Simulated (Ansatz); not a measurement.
[Cu(H2O)2]+ (CuO₂H₄⁺), relaxed as a singlet with RKS PBE0-D4/def2-TZVP in Ansatz, starting from the GFN2-xTB geometry. Force threshold 0.02 eV/Å.

The relaxation made no stability test and no search for a lower SCF solution.

Start:

```xyz
7

Cu    0.0005    0.0020    0.0022
O    -1.5753    1.0102   -0.4149
H    -1.8911    0.9340   -1.3248
H    -1.5557    1.9440   -0.1701
O     1.5730   -1.0166    0.4079
H     1.5269   -1.9582    0.1970
H     1.9217   -0.9153    1.3026
```

Question: Estimate the energy that the relaxation releases and the steps that it takes.

Answer: 0.04 eV, in 5 steps; 6 s on 4 threads of Arm Neoverse V1 on a shared host. No frequencies were taken in this run, so the end may be a saddle point.

Question: Does the start keep its bonding and symmetry?

Answer: By distances, no bond broke or formed. The bond that changes most is Cu1–O5, from 1.92 to 1.91 Å (atoms count from 1). Point group C2h at the start, C2 at the end, both within 0.05 Å.

Question: Predict the relaxed structure.

Answer: 
```xyz
7

Cu   -0.001   -0.002   -0.002
O    -1.496    1.072   -0.498
H    -1.974    0.978   -1.328
H    -1.663    1.955   -0.151
O     1.493   -1.079    0.490
H     1.612   -1.993    0.211
H     2.027   -0.932    1.278
```
Bond lengths: 2 × Cu–O 1.91 Å; 4 × H–O 0.96 Å.
